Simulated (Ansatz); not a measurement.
```yaml
crystal:
  periodic: [false, false, false]
  atoms:
    - {symbol: O, position_ang: [0.014652, 0.965975, -2.859423]}
    - {symbol: Si, position_ang: [-1.327375, 1.145361, -1.459605]}
    - {symbol: O, position_ang: [-1.249429, -0.544177, -1.200096]}
    - {symbol: O, position_ang: [-2.318259, 1.749479, -1.493239]}
    - {symbol: O, position_ang: [0.361952, 2.107887, -0.371479]}
    - {symbol: Ti, position_ang: [0.905588, 1.574918, 1.134988]}
    - {symbol: F, position_ang: [-0.077026, 2.767795, 2.506296]}
    - {symbol: F, position_ang: [2.790891, 2.168235, 0.475889]}
    - {symbol: O, position_ang: [0.987586, -0.005193, 1.703872]}
    - {symbol: Si, position_ang: [0.402903, -1.802476, 1.380129]}
    - {symbol: O, position_ang: [1.072710, -2.648851, 2.596990]}
    - {symbol: O, position_ang: [-1.308815, -1.542266, 1.415450]}
    - {symbol: O, position_ang: [0.941101, -1.850627, 0.073340]}
    - {symbol: H, position_ang: [0.435425, 2.077767, -3.298206]}
    - {symbol: H, position_ang: [-0.233438, -0.840013, -1.040462]}
    - {symbol: H, position_ang: [-2.738289, 1.690530, -2.237615]}
    - {symbol: H, position_ang: [0.881128, -2.686863, 3.433180]}
    - {symbol: H, position_ang: [-1.641184, -1.350608, 0.982747]}
    - {symbol: H, position_ang: [1.720704, -2.954434, 0.011196]}
basis:
  gaussian: {orbitals: aug-cc-pVDZ}
total_charge: -1
magnetization: {spin_polarized: true, initial_magnetization: 1}
hamiltonian: {xc: {name: M06-2X}}
scf: {lower_state_search: full}
output: {forces: true}
```

```sh
$ ansatz run in.yaml --threads 11 --pin off --events-out ev --progress --plain --max-ram 174080MiB --backend cuda --devices 0, --max-vram 75GiB
```

(1) How does Ansatz answer? (Best estimate.)

## Answers

(1) Ansatz gave: The program refused the input.
```
Error: YAML parse error: error: line 27 column 19: hamiltonian.xc: no functional is named "M06-2X"; the names, which are not case-sensitive, are SVWN5, SPW92, PBE, PBE0, PBEsol, revPBE, revPBE0, RPBE, rPW86-PBE, HSE06, wPBEh, LC-wPBE, HISS, HF, BLYP, B3LYP, B3LYP5, BHLYP, CAM-B3LYP, r2SCAN, r2SCANh, r2SCAN0, r2SCAN50, m-r2SCAN, B97, wB97, wB97X, wB97X-V, B97M-V, wB97M-V, B2PLYP, B2GP-PLYP, PBE0-DH, PBE-QIDH
  --> <input>:27:19
   |
25 | total_charge: -1
26 | magnetization: {spin_polarized: true, initial_magnetization: 1}
27 | hamiltonian: {xc: {name: M06-2X}}
   |                   ^ hamiltonian.xc: no functional is named "M06-2X"; the names, which are not case-sensitive, are SVWN5, SPW92, PBE, PBE0, PBEsol, revPBE, revPBE0, RPBE, rPW86-PBE, HSE06, wPBEh, LC-wPBE, HISS, HF, BLYP, B3LYP, B3LYP5, BHLYP, CAM-B3LYP, r2SCAN, r2SCANh, r2SCAN0, r2SCAN50, m-r2SCAN, B97, wB97, wB97X, wB97X-V, B97M-V, wB97M-V, B2PLYP, B2GP-PLYP, PBE0-DH, PBE-QIDH
28 | scf: {lower_state_search: full}
29 | output: {forces: true}
   |
```

HSE06 is defined as in plane-wave codes.
